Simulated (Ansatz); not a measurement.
Consider the ligand exchange at the Si–C bond: `NC(=O)[SiH](F)Cl` + CH₃SH → `CS[SiH](F)Cl` + `NC=O`.

Program: Ansatz. Geometries: PBE0-D4/def2-TZVP. ΔE: electronic, gas phase. CCSD(T)/CBS is the MP2 limit (def2-TZVPP, def2-QZVPP) plus CCSD(T) − MP2 in def2-TZVPP, frozen cores. This one scheme is used for every species. DFT in def2-TZVPP. One conformer a species, not always the lowest.

```
        level  ΔE (eV)
       r2SCAN    -0.84
MP2/CBS(def2)    -0.90
```

(1) What does CCSD(T)/CBS give? (Estimate.)

Largest T1 diagnostic among the species: 0.016.

Answers

(1) Computed: -0.83 eV. The listed levels differ from it by -0.01, -0.07 eV.

From PBE to PBE0 (25 % exact exchange), in def2-TZVPP and without D4, ΔE moves by −0.04 eV. The D4 term adds −0.03 eV with B3LYP and −0.02 eV with PBE0; it sums over pairs of atoms, weighted by their polarisabilities, and B3LYP, whose exchange is more repulsive, gets the larger term.

B3LYP here is the variant with VWN-RPA as its local correlation; programs differ in this.
